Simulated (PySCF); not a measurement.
A calculated (LDA, PySCF 2.14, cc-pVDZ-X2C, scalar relativity by spin-free X2C-1e) atom or ion has these occupied shells.

```
shell  electrons  orbital energy (eV)  rms radius, mean of both spins (bohr)
 1s α          1             -49937.2                                 0.0249
 1s β          1             -49937.2                                 0.0249
 2s α          1              -8266.2                                  0.101
 2s β          1              -8265.9                                  0.101
 2p α          3              -7376.6                                 0.0906
 2p β          3              -7376.4                                 0.0906
 3s α          1              -1852.3                                  0.261
 3s β          1              -1849.8                                  0.261
 3p α          3              -1575.4                                  0.261
 3p β          3              -1572.9                                  0.261
 3d α          5              -1201.7                                  0.240
 3d β          5              -1199.7                                  0.240
 4s α          1              -392.26                                  0.587
 4s β          1              -386.68                                  0.587
 4p α          3              -300.27                                  0.623
 4p β          3              -294.76                                  0.623
 4d α          5              -171.27                                  0.683
 4d β          5              -165.86                                  0.683
 5s α          1              -68.510                                   1.39
 5s β          1              -65.315                                   1.39
 5p α          3              -45.169                                   1.61
 5p β          3              -42.434                                   1.61
 4f α          6              -31.542                                  0.903
 5d α          2              -17.701                                   2.39
```

Task: Name the element and its charge.

Result: Gd²⁺ (gadolinium, charge +2), in [Xe] 4f6 5d2, one real determinant (an excited configuration).
